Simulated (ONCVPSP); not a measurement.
## Scattering properties, ONCV potential for manganese (Mn)

- Element: Mn (Z = 25)
- Generator: ONCVPSP 4.0.1
- Type: optimised norm-conserving Vanderbilt (ONCV)
- Functional: BLYP
- Relativity: scalar-relativistic
- Frozen core: [Ne]
- Valence charge: 15
- Reference configuration: 3s2 3p6 3d5 (charge +2)
- Partial waves: 3s: rc 1.00 bohr, ncon 4, nbas 7, qcut 12.9 1/bohr, 2 projectors, debl 0.8 Ha; 3p: rc 0.90 bohr, ncon 3, nbas 6, qcut 9 1/bohr, 1 projector; 3d: rc 1.05 bohr, ncon 3, nbas 7, qcut 18.2 1/bohr, 2 projectors, debl 0.8 Ha; f scattering state at 0.14 Ha: rc 0.85 bohr, ncon 3, nbas 7, qcut 12.6 1/bohr, 2 projectors, debl 1.9 Ha
- Local potential: polynomial inside 0.80 bohr (lpopt 5, dvloc0 1 Ha)
- Core correction: Teter function, fcfact 4, rcfact 1.7

In the s channel the program set the typed energies aside and used -3.805, 0.250 Ha. In the d channel the program set the typed energies aside and used -0.894, 0.250 Ha.

The phase is arctan(r·R′/R) of the radial function R(r), unwrapped; energies in Ha, scanned from -5 to 5 Ha. A pole is an energy at which the radial function vanishes at the test radius. The pseudo phase is shifted by a multiple of π to meet the all-electron one at the reference energy, and phase errors are pseudo minus all-electron; the curves can meet again beyond the range given. Levels narrower than the energy grid can be missing from the lists of poles.

| channel | radius (bohr) | reference energy (Ha) | poles, all-electron | poles, pseudo | unbroken range about the reference energy with phases within 0.05 rad | phase error 1 Ha above the reference energy (rad) |
| --- | --- | --- | --- | --- | --- | --- |
| s | 1.01 | -3.80 | -0.23 | -0.23 | the whole range | -0.000 |
| p | 0.92 | -2.66 | 2.86 | 2.54 | the whole range | -0.001 |
| d | 1.06 | -0.89 | 1.64 | 1.64 | the whole range | -0.000 |
| f | 0.86 | 0.14 | none | none | the whole range | -0.000 |

Phases in the s channel:

| E (Ha) | all-electron | pseudo |
| --- | --- | --- |
| -4.96 | -0.747 | -0.747 |
| -4.72 | -0.865 | -0.865 |
| -4.48 | -0.965 | -0.965 |
| -4.24 | -1.049 | -1.049 |
| -4.00 | -1.120 | -1.120 |
| -3.76 | -1.180 | -1.180 |
| -3.52 | -1.232 | -1.232 |
| -3.28 | -1.277 | -1.277 |
| -3.04 | -1.316 | -1.316 |
| -2.80 | -1.351 | -1.351 |
| -2.56 | -1.381 | -1.381 |
| -2.32 | -1.409 | -1.409 |
| -2.08 | -1.434 | -1.434 |
| -1.84 | -1.456 | -1.456 |
| -1.60 | -1.477 | -1.477 |
| -1.36 | -1.496 | -1.496 |
| -1.12 | -1.514 | -1.514 |
| -0.88 | -1.530 | -1.530 |
| -0.64 | -1.546 | -1.546 |
| -0.40 | -1.561 | -1.561 |
| -0.16 | -1.575 | -1.575 |
| 0.08 | -1.588 | -1.588 |
| 0.32 | -1.601 | -1.601 |
| 0.56 | -1.614 | -1.614 |
| 0.80 | -1.626 | -1.626 |
| 1.04 | -1.638 | -1.638 |
| 1.28 | -1.650 | -1.650 |
| 1.52 | -1.662 | -1.662 |
| 1.76 | -1.674 | -1.674 |
| 2.00 | -1.686 | -1.686 |
| 2.24 | -1.698 | -1.698 |
| 2.48 | -1.710 | -1.710 |
| 2.72 | -1.722 | -1.722 |
| 2.96 | -1.735 | -1.735 |
| 3.20 | -1.748 | -1.748 |
| 3.44 | -1.761 | -1.762 |
| 3.68 | -1.775 | -1.776 |
| 3.92 | -1.790 | -1.790 |
| 4.16 | -1.806 | -1.806 |
| 4.40 | -1.822 | -1.823 |
| 4.64 | -1.840 | -1.840 |
| 4.88 | -1.858 | -1.859 |
